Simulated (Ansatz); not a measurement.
Basis-set extrapolation for C2H5ClF2Si, SMILES `C[Si@H](F)[C@@H](F)Cl` (PBE0-D4/def2-TZVP geometry, frozen core, Ansatz). Multiplicity 1, RHF reference.

```tsv
	def2-TZVPP	def2-QZVPP
HF	-1026.173660	-1026.208307
MP2 correlation	-1.149749	-1.250233
CCSD(T) correlation	-1.239459	not run
```

Energies in hartree. Use E(X) = E(∞) + A·exp(−7.88·√X) for Hartree–Fock and E(X) = E(∞) + B·X^(−2.97) for correlation, with X = 3 and 4, and add CCSD(T) minus MP2 of the smaller set to the MP2 limit.

What is the CCSD(T) energy at the basis-set limit?

HF limit: -1026.208307 + (-0.034647) × 0.13774 = -1026.21308. MP2 limit: -1.250233 + (-0.100484) × 0.74074 = -1.32467. Higher-order term: -1.239459 − (-1.149749) = -0.08971. Total: -1027.62746 hartree, 562.8 kJ/mol below CCSD(T)/def2-TZVPP.
